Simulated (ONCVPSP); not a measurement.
Configuration tests for iron (Fe) (ONCV)

ONCVPSP 4.0.1 input, shortened (lines: element, Z, core and valence counts, functional; n l f; lmax; l rc ep ncon nbas qcut; lloc lpopt rc5 dvloc0; l nproj debl; icmod fcfact rcfact), PBE, scalar-relativistic:

```
  Fe 26.00    3    4        4      upf
    1    0    2.00
    2    0    2.00
    2    1    6.00
    3    0    2.00
    3    1    6.00
    3    2    6.00
    4    0    2.00
    2
    0    1.55    0.00    4    9    8.20
    1    1.00    0.00    3    8   16.00
    2    1.85    0.00    4    8    9.80
    4    5    1.00    0.00
    0    2    2.60
    1    2    2.00
    2    2    2.70
    1    0.45    0.00
```

In the p channel the program set the typed energies aside and used -2.207, 0.250 Ha.

Energies are relative to the spin-unpolarised reference configuration 3s2 3p6 3d6 4s2; without spin polarisation the order of configurations can differ from experiment.

```json
{"valence configuration": "3s2 3p6 3d6 4s1", "charge": "+1", "ΔE all-electron (eV)": "8.729", "error AE − PS (meV)": "+0.6"}
{"valence configuration": "3s2 3p6 3d6 4s0", "charge": "+2", "ΔE all-electron (eV)": "24.932", "error AE − PS (meV)": "+2.3"}
```

**Question.** What are ΔE and the potential's error for 3s2 3p5 3d6 4s2?

**Answer.** ΔE = 67.679 eV all-electron; the error (AE − PS) is -217 meV.

**Question.** What are ΔE and the potential's error for 3s2 3p6 3d5 4s0?

**Answer.** ΔE = 59.155 eV all-electron; the error (AE − PS) is +49 meV.
